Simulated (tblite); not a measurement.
Record of a relaxation.

Compound: C₇H₁₂FOP.
Atom-mapped SMILES: `[CH3:1][C:2]1=[C:3]([F:4])[P@:5]1(=[O:6])[CH2:7][CH:8]([CH3:9])[CH3:10]` (hydrogens: H11, H12, H13 on C1; H14, H15 on C7; H16 on C8; H17, H18, H19 on C9; H20, H21, H22 on C10)

Computed with GFN2-xTB (tblite), gas phase: L-BFGS steps from a force-field or distance-geometry start until the largest atomic force falls under 0.01 eV/Å. 9 of its 125 geometries are shown.

Step 0: E = -879.7300 eV, largest atomic force 6.089 eV/Å
```
atom  x, y, z in Å  |  force x, y, z in eV/Å
C1      3.611   -0.569   -0.103    0.202  -0.503  -0.442
C2      2.197   -0.663    0.318    2.813  -0.693  -2.080
C3      1.721   -0.656    1.563    1.122  -0.898   3.153
F4      2.515   -0.550    2.620   -0.023  -0.552   1.607
P5      0.999    0.547    0.594   -2.538   4.664  -2.981
O6      1.365    1.974    0.302   -0.518  -1.503   0.975
C7     -0.340   -0.129   -0.392   -1.640  -0.286  -0.284
C8     -1.574    0.774   -0.438   -0.490  -0.230   0.117
C9     -2.600    0.208   -1.427   -0.363   0.090  -0.075
C10    -2.213    0.922    0.947    0.156   0.246   0.153
H11     3.731    0.284   -0.777   -0.143  -0.174   0.052
H12     4.282   -0.443    0.745   -0.019  -0.075   0.114
H13     3.890   -1.471   -0.632    0.278  -0.188  -0.252
H14     0.034   -0.291   -1.411    0.103   0.212   0.210
H15    -0.627   -1.109    0.005    0.127   0.079   0.024
H16    -1.278    1.765   -0.777    0.149   0.128  -0.064
H17    -2.175    0.137   -2.430   -0.031  -0.008   0.124
H18    -2.947   -0.791   -1.127    0.181   0.334  -0.027
H19    -3.482    0.868   -1.485    0.392  -0.281   0.049
H20    -1.502    1.381    1.654   -0.090  -0.168  -0.262
H21    -3.098    1.572    0.901    0.308  -0.226  -0.030
H22    -2.517   -0.044    1.351    0.022   0.032  -0.083
```

Step 16: E = -881.1721 eV, largest atomic force 0.272 eV/Å
```
atom  x, y, z in Å  |  force x, y, z in eV/Å
C1      3.833   -0.619   -0.148   -0.030   0.058   0.020
C2      2.521   -0.361    0.497   -0.017  -0.074   0.017
C3      1.872   -0.399    1.676    0.150   0.191  -0.122
F4      2.175   -0.760    2.926   -0.103  -0.056  -0.131
P5      0.969    0.597    0.457    0.114   0.064  -0.053
O6      1.007    2.061    0.403   -0.072   0.036   0.094
C7     -0.450   -0.164   -0.437    0.169  -0.102  -0.020
C8     -1.653    0.774   -0.459    0.171  -0.116   0.066
C9     -2.678    0.222   -1.453    0.048   0.104   0.126
C10    -2.213    0.917    0.954   -0.009  -0.015  -0.061
H11     3.990    0.174   -0.880    0.075  -0.053  -0.029
H12     4.655   -0.596    0.570   -0.168  -0.050   0.038
H13     3.867   -1.575   -0.678   -0.168   0.096   0.128
H14    -0.066   -0.317   -1.451   -0.034  -0.026  -0.028
H15    -0.692   -1.137   -0.009    0.027   0.026   0.016
H16    -1.309    1.762   -0.792   -0.054  -0.095  -0.009
H17    -2.240    0.154   -2.450   -0.094  -0.012   0.122
H18    -3.011   -0.771   -1.143    0.023   0.119  -0.058
H19    -3.540    0.882   -1.497   -0.034  -0.039  -0.030
H20    -1.448    1.340    1.612   -0.055  -0.113  -0.092
H21    -3.073    1.583    0.958    0.019   0.009   0.011
H22    -2.528   -0.051    1.345    0.041   0.048  -0.004
```

Step 31: E = -881.2490 eV, largest atomic force 0.063 eV/Å
```
atom  x, y, z in Å  |  force x, y, z in eV/Å
C1      3.818   -0.612   -0.138    0.055  -0.014  -0.001
C2      2.530   -0.224    0.467    0.016  -0.044   0.031
C3      1.854   -0.305    1.624    0.010   0.025  -0.018
F4      2.081   -0.824    2.832   -0.034   0.031  -0.038
P5      0.964    0.703    0.418    0.000  -0.022   0.041
O6      0.896    2.166    0.445    0.007   0.018  -0.038
C7     -0.401   -0.173   -0.457    0.060   0.018   0.004
C8     -1.622    0.738   -0.462    0.030   0.000  -0.001
C9     -2.681    0.226   -1.429   -0.024  -0.026  -0.016
C10    -2.179    0.879    0.947    0.001  -0.006   0.022
H11     4.115    0.109   -0.897   -0.016   0.029  -0.008
H12     4.596   -0.670    0.621   -0.011  -0.022   0.036
H13     3.731   -1.588   -0.617   -0.033  -0.021  -0.004
H14    -0.053   -0.365   -1.476    0.003   0.022   0.019
H15    -0.584   -1.131    0.033   -0.015   0.043  -0.023
H16    -1.285    1.725   -0.795   -0.026   0.042  -0.021
H17    -2.285    0.154   -2.439    0.016   0.015  -0.036
H18    -3.032   -0.758   -1.130   -0.019  -0.048   0.033
H19    -3.529    0.904   -1.441   -0.042   0.008  -0.018
H20    -1.408    1.267    1.614    0.039  -0.021  -0.004
H21    -3.015    1.574    0.949   -0.011   0.007   0.046
H22    -2.523   -0.079    1.331   -0.005  -0.032  -0.007
```

Step 46: E = -881.2698 eV, largest atomic force 0.150 eV/Å
```
atom  x, y, z in Å  |  force x, y, z in eV/Å
C1      3.802   -0.649   -0.109   -0.071  -0.002   0.045
C2      2.516   -0.205    0.473   -0.004   0.119  -0.092
C3      1.817   -0.236    1.617    0.050  -0.038  -0.031
F4      1.995   -0.762    2.828   -0.025   0.030   0.062
P5      0.979    0.778    0.384    0.008  -0.038  -0.074
O6      0.950    2.243    0.374   -0.033  -0.072  -0.013
C7     -0.381   -0.099   -0.502    0.021  -0.011  -0.011
C8     -1.639    0.760   -0.476    0.020   0.007   0.029
C9     -2.700    0.201   -1.421    0.030  -0.008   0.017
C10    -2.135    0.833    0.961   -0.004   0.001   0.030
H11     4.167    0.074   -0.839   -0.064  -0.030   0.079
H12     4.544   -0.777    0.677    0.002  -0.030  -0.018
H13     3.660   -1.603   -0.620    0.024   0.006   0.004
H14    -0.034   -0.281   -1.522    0.010   0.048  -0.030
H15    -0.547   -1.061   -0.016    0.047  -0.015  -0.036
H16    -1.368    1.769   -0.804    0.016   0.006  -0.002
H17    -2.309    0.124   -2.433   -0.013   0.034  -0.009
H18    -3.012   -0.792   -1.103   -0.009   0.006   0.025
H19    -3.572    0.850   -1.438    0.026  -0.026   0.020
H20    -1.312    1.138    1.611    0.007   0.028   0.001
H21    -2.942    1.553    1.066   -0.013  -0.008  -0.012
H22    -2.490   -0.141    1.292   -0.023  -0.009   0.015
```

Step 62: E = -881.3049 eV, largest atomic force 0.068 eV/Å
```
atom  x, y, z in Å  |  force x, y, z in eV/Å
C1      3.739   -0.737   -0.023   -0.011   0.016   0.041
C2      2.479   -0.165    0.485   -0.017   0.020  -0.005
C3      1.732   -0.086    1.597    0.003  -0.006   0.039
F4      1.812   -0.517    2.855    0.025  -0.008  -0.007
P5      0.992    0.871    0.266    0.026   0.016  -0.027
O6      0.993    2.333    0.168    0.016  -0.047   0.014
C7     -0.325   -0.002   -0.656   -0.030  -0.003  -0.017
C8     -1.633    0.758   -0.463   -0.034   0.002  -0.026
C9     -2.716    0.159   -1.354   -0.015  -0.010  -0.019
C10    -2.039    0.740    1.006    0.026   0.001  -0.026
H11     4.254   -0.008   -0.645    0.012   0.015  -0.034
H12     4.388   -1.027    0.799    0.018  -0.046   0.047
H13     3.524   -1.613   -0.635    0.021   0.010   0.000
H14    -0.019    0.013   -1.707   -0.011   0.017  -0.018
H15    -0.385   -1.038   -0.327   -0.008   0.004   0.049
H16    -1.452    1.796   -0.761   -0.011  -0.001   0.004
H17    -2.383    0.131   -2.389   -0.039   0.027  -0.023
H18    -2.941   -0.859   -1.040   -0.021   0.012  -0.006
H19    -3.629    0.748   -1.301    0.010  -0.012   0.027
H20    -1.176    0.987    1.631    0.011   0.040  -0.023
H21    -2.818    1.476    1.196   -0.003  -0.064   0.008
H22    -2.407   -0.243    1.296    0.032   0.018   0.003
```

Step 78: E = -881.3269 eV, largest atomic force 0.071 eV/Å
```
atom  x, y, z in Å  |  force x, y, z in eV/Å
C1      3.745   -0.769    0.042    0.010   0.026   0.005
C2      2.468   -0.179    0.489    0.040   0.000  -0.005
C3      1.711   -0.057    1.588    0.014  -0.039   0.012
F4      1.807   -0.439    2.863   -0.057   0.005  -0.029
P5      0.995    0.865    0.216    0.021   0.034   0.003
O6      1.025    2.325    0.097   -0.002  -0.006  -0.019
C7     -0.329    0.015   -0.724   -0.067   0.005  -0.024
C8     -1.643    0.757   -0.488   -0.046  -0.005   0.003
C9     -2.772    0.169   -1.332   -0.004   0.009  -0.011
C10    -1.980    0.717    0.996    0.007  -0.002   0.019
H11     4.328   -0.025   -0.500   -0.016  -0.008  -0.018
H12     4.327   -1.122    0.893   -0.052  -0.022  -0.010
H13     3.550   -1.602   -0.635    0.038   0.022   0.024
H14    -0.031    0.074   -1.775   -0.006  -0.003  -0.017
H15    -0.375   -1.032   -0.427   -0.028   0.027   0.021
H16    -1.495    1.804   -0.779    0.031  -0.038   0.007
H17    -2.534    0.231   -2.392    0.005  -0.030   0.021
H18    -2.950   -0.874   -1.074    0.046   0.046  -0.009
H19    -3.692    0.724   -1.160    0.029  -0.018   0.002
H20    -1.133    1.108    1.565    0.009   0.016   0.035
H21    -2.853    1.328    1.216    0.011  -0.005  -0.012
H22    -2.180   -0.302    1.321    0.017  -0.014   0.003
```

Step 93: E = -881.3356 eV, largest atomic force 0.036 eV/Å
```
atom  x, y, z in Å  |  force x, y, z in eV/Å
C1      3.730   -0.796    0.092    0.004   0.001  -0.005
C2      2.453   -0.167    0.475   -0.002  -0.009   0.014
C3      1.653   -0.014    1.540    0.003  -0.007   0.003
F4      1.674   -0.385    2.821   -0.006  -0.011  -0.006
P5      1.011    0.902    0.131    0.002  -0.008   0.000
O6      1.060    2.359   -0.008    0.005   0.004  -0.009
C7     -0.328    0.056   -0.789   -0.010  -0.002  -0.010
C8     -1.641    0.770   -0.483   -0.008  -0.001  -0.012
C9     -2.779    0.165   -1.299   -0.008  -0.007   0.008
C10    -1.919    0.686    1.011    0.011  -0.003  -0.006
H11     4.388   -0.061   -0.368    0.010   0.026  -0.012
H12     4.220   -1.217    0.969    0.001  -0.016   0.008
H13     3.555   -1.588   -0.637    0.004   0.002   0.008
H14    -0.075    0.135   -1.850   -0.003  -0.002   0.005
H15    -0.361   -0.995   -0.503    0.028   0.006  -0.003
H16    -1.523    1.825   -0.755   -0.002   0.009  -0.010
H17    -2.585    0.258   -2.366   -0.004  -0.001   0.019
H18    -2.894   -0.890   -1.059   -0.016  -0.001  -0.013
H19    -3.713    0.672   -1.073   -0.005  -0.002  -0.018
H20    -1.084    1.133    1.556   -0.010   0.019   0.029
H21    -2.828    1.220    1.271    0.009   0.014   0.000
H22    -2.025   -0.351    1.325    0.001  -0.011   0.013
```

Step 108: E = -881.3369 eV, largest atomic force 0.018 eV/Å
```
atom  x, y, z in Å  |  force x, y, z in eV/Å
C1      3.740   -0.790    0.092    0.006   0.004   0.000
C2      2.454   -0.177    0.474   -0.001   0.005   0.009
C3      1.647   -0.033    1.535   -0.009   0.000  -0.006
F4      1.657   -0.413    2.812    0.008  -0.008   0.001
P5      1.013    0.893    0.127    0.002  -0.008  -0.002
O6      1.068    2.351   -0.008   -0.005   0.001   0.000
C7     -0.331    0.050   -0.788    0.008   0.004   0.002
C8     -1.643    0.767   -0.482    0.007   0.001   0.010
C9     -2.783    0.165   -1.298    0.002  -0.003   0.008
C10    -1.919    0.696    1.014    0.000   0.004   0.006
H11     4.389   -0.042   -0.363   -0.004   0.001   0.002
H12     4.234   -1.210    0.967   -0.007  -0.004  -0.001
H13     3.578   -1.580   -0.642    0.004   0.004   0.003
H14    -0.083    0.126   -1.851    0.004  -0.005   0.001
H15    -0.356   -1.000   -0.498   -0.009   0.002  -0.011
H16    -1.521    1.820   -0.761   -0.007  -0.001   0.004
H17    -2.584    0.253   -2.363   -0.002  -0.002   0.001
H18    -2.909   -0.889   -1.057   -0.004  -0.006   0.008
H19    -3.715    0.680   -1.079   -0.003   0.002  -0.004
H20    -1.095    1.163    1.558    0.002  -0.003  -0.007
H21    -2.836    1.224    1.266    0.004   0.004  -0.009
H22    -2.014   -0.338    1.344    0.005   0.007  -0.016
```

Step 124: E = -881.3381 eV, largest atomic force 0.009 eV/Å
```
atom  x, y, z in Å  |  force x, y, z in eV/Å
C1      3.749   -0.781    0.104    0.002   0.004   0.000
C2      2.451   -0.187    0.473   -0.001   0.005   0.002
C3      1.628   -0.062    1.525   -0.001  -0.001  -0.006
F4      1.629   -0.460    2.797   -0.001  -0.002   0.004
P5      1.010    0.883    0.121   -0.002  -0.003   0.002
O6      1.066    2.341    0.005    0.000   0.004   0.000
C7     -0.333    0.055   -0.810    0.003  -0.002   0.006
C8     -1.643    0.771   -0.491    0.004   0.003   0.000
C9     -2.795    0.155   -1.280    0.001   0.001   0.001
C10    -1.900    0.712    1.008    0.000  -0.001  -0.002
H11     4.402   -0.014   -0.311   -0.003  -0.004   0.000
H12     4.224   -1.223    0.980   -0.005  -0.002  -0.004
H13     3.612   -1.550   -0.656    0.001   0.003  -0.001
H14    -0.085    0.145   -1.872   -0.001  -0.002   0.004
H15    -0.364   -0.998   -0.535    0.003  -0.008  -0.003
H16    -1.531    1.821   -0.783    0.002   0.006   0.001
H17    -2.603    0.205   -2.350    0.000   0.000  -0.003
H18    -2.933   -0.888   -1.003    0.004  -0.003   0.000
H19    -3.719    0.689   -1.073   -0.007  -0.002  -0.004
H20    -1.073    1.188    1.540    0.001   0.003  -0.003
H21    -2.818    1.236    1.264   -0.001   0.006   0.004
H22    -1.985   -0.320    1.346    0.002  -0.005   0.002
```

Task: Summarise the path.

Result: The energy falls by 155.17 kJ/mol from step 0 to step 124; nine tenths of that is first reached at step 17. It falls at every step. The largest force goes from 6.089 to 0.009 eV/Å. Among the bonds C2–P5 changes most, from 1.725 to 1.828 Å; the atoms move by 0.541 Å rms after alignment.

Task: Follow the three bonds and two angles with the largest change from start to end.

Result: 
| step | E above end (kJ/mol) | largest force (eV/Å) | C2–P5 (Å) | C3–P5 (Å) | P5–C7 (Å) | F4–C3–P5 (°) | C1–C2–P5 (°) |
| --- | --- | --- | --- | --- | --- | --- | --- |
| 0 | 155.17 | 6.089 | 1.725 | 1.705 | 1.795 | 130.5 | 131.7 |
| 5 | 75.43 | 1.043 | 1.782 | 1.826 | 1.829 | 143.5 | 136.4 |
| 11 | 30.10 | 0.524 | 1.821 | 1.806 | 1.836 | 154.2 | 142.6 |
| 16 | 16.02 | 0.272 | 1.824 | 1.814 | 1.842 | 152.8 | 146.5 |
| 22 | 11.75 | 0.171 | 1.820 | 1.808 | 1.847 | 153.1 | 147.9 |
| 27 | 9.22 | 0.129 | 1.822 | 1.801 | 1.845 | 154.1 | 150.4 |
| 32 | 8.49 | 0.071 | 1.820 | 1.806 | 1.841 | 155.0 | 151.0 |
| 38 | 7.87 | 0.096 | 1.826 | 1.802 | 1.840 | 154.2 | 151.7 |
| 43 | 7.03 | 0.080 | 1.822 | 1.803 | 1.841 | 154.7 | 151.6 |
| 49 | 5.84 | 0.101 | 1.821 | 1.808 | 1.841 | 154.8 | 151.0 |
| 54 | 4.61 | 0.120 | 1.828 | 1.800 | 1.834 | 154.5 | 150.7 |
| 59 | 3.57 | 0.100 | 1.821 | 1.803 | 1.829 | 154.1 | 150.9 |
| 65 | 2.90 | 0.090 | 1.825 | 1.801 | 1.834 | 153.6 | 151.0 |
| 70 | 2.07 | 0.113 | 1.824 | 1.802 | 1.830 | 154.2 | 151.4 |
| 75 | 1.42 | 0.078 | 1.825 | 1.806 | 1.837 | 154.8 | 151.6 |
| 81 | 0.77 | 0.065 | 1.831 | 1.801 | 1.836 | 153.7 | 152.2 |
| 86 | 0.47 | 0.050 | 1.829 | 1.799 | 1.831 | 153.7 | 152.2 |
| 92 | 0.26 | 0.033 | 1.828 | 1.800 | 1.832 | 154.0 | 152.2 |
| 97 | 0.17 | 0.019 | 1.828 | 1.801 | 1.832 | 154.2 | 151.9 |
| 102 | 0.14 | 0.010 | 1.827 | 1.801 | 1.831 | 154.3 | 151.8 |
| 108 | 0.11 | 0.018 | 1.828 | 1.800 | 1.832 | 154.0 | 151.8 |
| 113 | 0.08 | 0.021 | 1.828 | 1.799 | 1.831 | 153.9 | 151.7 |
| 119 | 0.02 | 0.023 | 1.828 | 1.800 | 1.832 | 154.1 | 151.9 |
| 124 | 0.00 | 0.009 | 1.828 | 1.801 | 1.832 | 154.2 | 151.8 |
